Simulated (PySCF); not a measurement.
C₂H₉AlN₂O (SMILES C[NH][Al]([OH])[NH]C), singlet, geometry from GFN2-xTB (such geometries of metal compounds can be far from the true shape); CAMB3LYP/6-31+G*, polarisability in PySCF.

Here is a job for PySCF.
```python
from pyscf import gto, scf, dft
from pyscf.prop import polarizability

mol = gto.M(
    atom='''
Al    0.146776    0.351999    0.275303
N    -1.325968   -0.580541   -0.134635
C    -2.683190   -0.463924    0.370861
H    -1.259757   -1.319121   -0.822556
H    -3.014173   -1.389069    0.856721
H    -3.393178   -0.225146   -0.429393
H    -2.715204    0.338338    1.106335
N     1.693394   -0.039845   -0.535086
C     2.028489   -1.035589   -1.534974
H     2.508151    0.506276   -0.280950
H     2.786746   -1.737238   -1.168275
H     2.407876   -0.573729   -2.453932
H     1.134728   -1.603461   -1.785511
O     0.109069    1.562765    1.382148
H     0.120397    2.264824    2.014167
''',
    basis='6-31+g*',
    charge=0,
    spin=0,
    verbose=3,
)

mf = dft.RKS(mol)
mf.xc = 'camb3lyp'
mf.kernel()
alpha = mf.Polarizability().polarizability()[2, 2]
print('alpha_zz =', alpha)
```

It wrote (shortened):

```
site-packages/pyscf/prop/efg/rhf.py:45: UserWarning: Module EFG is under testing
  warnings.warn('Module EFG is under testing')
site-packages/pyscf/prop/efg/dhf.py:30: UserWarning: Module EFG is under testing
  warnings.warn('Module EFG is under testing')
site-packages/pyscf/prop/zfs/uhf.py:40: UserWarning: Module ZFS is under testing
  warnings.warn('Module ZFS is under testing')
site-packages/pyscf/prop/gtensor/uhf.py:43: UserWarning: Module g-tensor is under testing
  warnings.warn('Module g-tensor is under testing')
site-packages/pyscf/prop/gtensor/uks.py:41: UserWarning: Module g-tensor is under testing
  warnings.warn('Module g-tensor is under testing')
site-packages/pyscf/prop/hfc/uks.py:35: UserWarning: Module HFC is under testing
  warnings.warn('Module HFC is under testing')
site-packages/pyscf/prop/magnetizability/rhf.py:39: UserWarning: Module magnetizability is under testing
  warnings.warn('Module magnetizability is under testing')
site-packages/pyscf/prop/magnetizability/uhf.py:37: UserWarning: Module magnetizability is under testing
  warnings.warn('Module magnetizability is under testing')
site-packages/pyscf/prop/magnetizability/rks.py:37: UserWarning: Module magnetizability is under testing
  warnings.warn('Module magnetizability is under testing')
site-packages/pyscf/prop/magnetizability/uks.py:39: UserWarning: Module magnetizability is under testing
  warnings.warn('Module magnetizability is under testing')
site-packages/pyscf/prop/polarizability/uhf.py:34: UserWarning: Module polarizability is under testing
  warnings.warn('Module polarizability is under testing')
site-packages/pyscf/prop/polarizability/rks.py:29: UserWarning: Module polarizability is under testing
  warnings.warn('Module polarizability is under testing')
site-packages/pyscf/prop/polarizability/uks.py:29: UserWarning: Module polarizability is under testing
  warnings.warn('Module polarizability is under testing')
converged SCF energy = -508.756435019028
alpha_zz = 58.97906374564704
```
